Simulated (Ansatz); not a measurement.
Ansatz (an electronic-structure program) input:
A basis named .json is the Basis Set Exchange file of that set.

Ansatz 0.2 input:
```yaml
crystal:
  periodic: [false, false, false]
  atoms:
    - {symbol: Sr, position_ang: [0.29501425, -0.11245517, -0.18468336]}
    - {symbol: F, position_ang: [-0.86562395, 1.63285047, -0.84768634]}
    - {symbol: F, position_ang: [-0.37999178, -1.15803974, 1.62746054]}
basis:
  gaussian:
    orbitals: def2-QZVPPD.json
    fitting: {mean_field: def2-universal-jkfit, correlation: def2-QZVPPD-RIFIT.json}
total_charge: -1
magnetization: {spin_polarized: true, initial_magnetization: 1}
correlation: {method: mp2, electrons: outside_noble_gas}
```

Task: What final total energy does it print?

Result: -230.11082 Eh (RI-MP2/def2-QZVPPD). The basis has 195 functions.
